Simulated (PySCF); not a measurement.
Nb(O)(OH)2(Me) (CH5NbO3), SMILES [OH][Nb]([CH3])(=[O])[OH], multiplicity 1.

Geometry optimised at B3LYP-D3(BJ)/def2-SVP. The spin state was assumed, not searched. The structure was generated by enumeration; whether it is a known compound was not checked. The def2 effective core potentials stand for the cores of Nb; spin–orbit coupling is left out. Other conformers were not sampled.

All values below come from PBE/def2-TZVP in PySCF.

Symmetry labels are those of the subgroup Cs that the program uses (full group Cs).

Q: List the valence orbital energies around the gap with their symmetry. (Estimate from the structure and the level; the computed values follow.)

A: 
```tsv
orbital	symmetry	energy (eV)
HOMO−7	A'	-9.30
HOMO−6	A"	-8.65
HOMO−5	A'	-8.56
HOMO−4	A'	-8.10
HOMO−3	A"	-7.92
HOMO−2	A"	-7.83
HOMO−1	A'	-7.75
HOMO	A'	-6.73
LUMO	A"	-2.15
LUMO+1	A'	-1.74
LUMO+2	A'	-0.89
LUMO+3	A"	-0.80
```
